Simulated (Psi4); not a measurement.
HBrZn (SMILES [ZnH][Br]), singlet, geometry from GFN2-xTB (such geometries of metal compounds can be far from the true shape); Psi4 with PBE0/6-31G, TDDFT.

The Psi4 input:
```
memory 2 GB

molecule {
0 1
Zn   -0.00000000   -0.00000000   -1.15550691
H    -0.00000000   -0.00000000   -2.62558154
Br    0.00000000    0.00000000    1.06545111
symmetry c1
}

set {
  basis 6-31g
  puream true
  save_jk true
  tdscf_states [5]
  tdscf_tda false
  d_convergence 1e-8
}

energy('td-pbe0')
print_variables()
```

What the program printed (banner, timings and long lists left out):

```
   => Loading Basis Set <=

    Name: 6-31G
    Role: ORBITAL
    Keyword: BASIS

         ---------------------------------------------------------
                                   SCF
               by Justin Turney, Rob Parrish, Andy Simmonett
                          and Daniel G. A. Smith
                              RKS Reference
         ---------------------------------------------------------

  ==> Geometry <==

    Molecular point group: c1
    Full point group: C_inf_v

    Geometry (in Angstrom), charge = 0, multiplicity = 1:

       Center              X                  Y                   Z               Mass
    ------------   -----------------  -----------------  -----------------  -----------------
         ZN           0.000000000000     0.000000000000    -1.208107947348    63.929142010000
         H            0.000000000000     0.000000000000    -2.678182577348     1.007825032230
         BR           0.000000000000     0.000000000000     1.012850072652    78.918337600000

  Running in c1 symmetry.

  Rotational constants: A = ************  B =      0.09288  C =      0.09288 [cm^-1]
  Rotational constants: A = ************  B =   2784.54113  C =   2784.54113 [MHz]
  Nuclear repulsion =  265.995434806117771

  Charge       = 0
  Multiplicity = 1
  Electrons    = 66
  Nalpha       = 33
  Nbeta        = 33

  ==> Algorithm <==

  SCF Algorithm Type is DF.
  DIIS enabled.
  MOM disabled.
  Fractional occupation disabled.
  Guess Type is SAD.
  Energy threshold   = 1.00e-06
  Density threshold  = 1.00e-08
  Integral threshold = 1.00e-12

  ==> Primary Basis <==

  Basis Set: 6-31G
    Blend: 6-31G
    Number of shells: 24
    Number of basis functions: 56
    Number of Cartesian functions: 60
    Spherical Harmonics?: true
    Max angular momentum: 2

  ==> DFT Potential <==

   => LibXC <=

    Version 7.1.2
    S. Lehtola, C. Steigemann, M. J. T. Oliveira, and M. A. L. Marques,  SoftwareX 7, 1–5 (2018) (10.1016/j.softx.2017.11.002)

   => Composite Functional: PBE0 <=

    PBE0 Hyb-GGA Exchange-Correlation Functional

    C. Adamo and V. Barone,  J. Chem. Phys. 110, 6158 (1999) (10.1063/1.478522)
    M. Ernzerhof and G. E. Scuseria,  J. Chem. Phys. 110, 5029 (1999) (10.1063/1.478401)

    Deriv               =              1
    GGA                 =           TRUE
    Meta                =          FALSE

    Exchange Hybrid     =           TRUE
    MP2 Hybrid          =          FALSE

   => Exchange Functionals <=

[...]
  @DF-RKS Final Energy: -4352.75581094690824
    Total Energy =                      -4352.7558109469082410
[...]

Contributing excitations and de-excitations
Only contributions with abs(coeff) > 1.00e-01 will be printed:

Excited State    1 (1 A):   0.23740 au   191.93 nm f = 0.0000
  Sums of squares: Xssq =  1.000057e+00; Yssq =  5.726388e-05; Xssq - Yssq =  1.000000e+00
     32a  ->  34a     0.511255 (26.138%)
     32a  ->  35a    -0.487408 (23.757%)
     33a  ->  34a    -0.487408 (23.757%)
     33a  ->  35a    -0.511255 (26.138%)

Excited State    2 (1 A):   0.23826 au   191.24 nm f = 0.0000
  Sums of squares: Xssq =  1.000013e+00; Yssq =  1.345741e-05; Xssq - Yssq =  1.000000e+00
     32a  ->  34a     0.468322 (21.933%)
     32a  ->  35a    -0.528956 (27.979%)
     33a  ->  34a     0.528956 (27.979%)
     33a  ->  35a     0.468322 (21.933%)

Excited State    3 (1 A):   0.23826 au   191.24 nm f = 0.0000
  Sums of squares: Xssq =  1.000013e+00; Yssq =  1.345452e-05; Xssq - Yssq =  1.000000e+00
     32a  ->  34a    -0.528956 (27.979%)
     32a  ->  35a    -0.468322 (21.933%)
     33a  ->  34a     0.468322 (21.933%)
     33a  ->  35a    -0.528956 (27.979%)

Excited State    4 (1 A):   0.24178 au   188.45 nm f = 0.0461
  Sums of squares: Xssq =  1.000305e+00; Yssq =  3.047634e-04; Xssq - Yssq =  1.000000e+00
     32a  ->  36a     0.505323 (25.535%)
     33a  ->  36a    -0.856113 (73.293%)

Excited State    5 (1 A):   0.24178 au   188.45 nm f = 0.0461
  Sums of squares: Xssq =  1.000305e+00; Yssq =  3.047634e-04; Xssq - Yssq =  1.000000e+00
     32a  ->  36a    -0.856113 (73.293%)
     33a  ->  36a    -0.505323 (25.535%)

******************************************************************************************
**********                               WARNING                                **********
**********       The names of excited state variables changed between 1.5       **********
**********     and 1.6. For a quick solution, remove the symmetry specifier     **********
**********   from the variable name. For full details, see 'Notes on Psivars'   **********
**********                        in the documentation.                         **********
******************************************************************************************

  Variable Map:
  ----------------------------------------------------------------------------
[...]
  Array Variable Map:
  ----------------------------------------------------------------------------
[...]
[...]
```
